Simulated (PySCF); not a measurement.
# Simulated absorption spectrum

(Me)3Sn-O-SiH3, C₃H₁₂OSiSn.
Bonds: Sn1–C2, Sn1–C3, Sn1–C4, Sn1–O5, O5–Si6. Hydrogens: H7, H8, H9 on C2; H10, H11, H12 on C3; H13, H14, H15 on C4; H16, H17, H18 on Si6.

Method: TDDFT CAM-B3LYP/def2-SVPD, vertical, gas phase, core orbitals frozen in the response, def2 core potentials past Kr in PySCF. Geometry: PBE0-D3(BJ)/def2-SVP; no solvent, vibrations or thermal averaging. Spin–orbit coupling is left out.

Broadening: Gaussians 0.25 eV wide at half height, area fixed by f = 4.319×10⁻⁹ ∫ε dν̃. The width is an assumption, not a result. The curve ends short of the highest state used, and states not computed would add to its high-energy end.

E (eV), ε (L mol⁻¹ cm⁻¹) and a bar:
```
     6.26          7 
     6.28         14 
     6.30         25 
     6.33         59 
     6.35         99 
     6.37        159 
     6.40        306 #
     6.42        453 #
     6.44        648 #
     6.47       1035 ##
     6.49       1355 ###
     6.51       1713 ###
     6.54       2285 ####
     6.56       2658 #####
     6.58       2997 ######
     6.61       3401 ######
     6.63       3589 #######
     6.66       3763 #######
     6.68       3837 #######
     6.70       3911 #######
     6.73       4083 ########
     6.75       4269 ########
     6.77       4519 #########
     6.80       4993 #########
     6.82       5345 ##########
     6.84       5700 ###########
     6.87       6209 ############
     6.89       6538 ############
     6.91       6885 #############
     6.94       7529 ##############
     6.96       8103 ###############
     6.98       8831 #################
     7.01      10228 ###################
     7.03      11322 #####################
     7.05      12476 ########################
     7.08      14123 ###########################
     7.10      15016 ############################
     7.13      15815 ##############################
     7.15      15885 ##############################
     7.17      15550 #############################
     7.20      14314 ###########################
     7.22      13079 #########################
     7.24      11612 ######################
     7.27       9192 #################
     7.29       7578 ##############
     7.31       6064 ###########
     7.34       4118 ########
     7.36       3091 ######
     7.38       2298 ####
     7.41       1546 ###
     7.43       1323 ##
     7.45       1313 ##
     7.48       1678 ###
     7.50       2166 ####
     7.52       2836 #####
     7.55       4137 ########
```

Task: Locate the maxima and give the states behind the curve.

Result: 174 nm (7.14 eV), ε about 16000, made up of S3 (45%) and S4 (53%) (ε in L mol⁻¹ cm⁻¹; maxima over ε = 5, shares over 10%). At its high-energy end, 7.55 eV, the curve is still rising (ε about 4100, from S5 and S6). The states used: S1 6.63 eV (f 0.030); S2 6.88 eV (f 0.047); S3 7.10 eV (f 0.074); S4 7.19 eV (f 0.087); S5 7.68 eV (f 0.038); S6 7.69 eV (f 0.045); S7 7.87 eV (f 0.052); S8 8.00 eV (f 0.061); S9 8.05 eV (f 0.075); S10 8.15 eV (f 0.039).

Task: On this curve, what absorbance would a 10⁻³ mol/L sample give at 193 nm over a 1 cm path?

Result: 193 nm is 6.424 eV, where ε is about 490 L mol⁻¹ cm⁻¹, so A = ε c l ≈ 0.49 (Beer–Lambert, with the gas-phase spectrum and the assumed width).

Task: What would ε be at 7.14 eV, the highest of these maxima, with half the width (0.125 eV)?

Result: About 23000 L mol⁻¹ cm⁻¹ against 15900, a factor of about 1.4; a lone state at its own centre would give exactly 2.

Task: Coming from long wavelengths, where does ε first pass 100 L mol⁻¹ cm⁻¹?

Result: At about 195 nm (6.35 eV), 0.28 eV below S1.
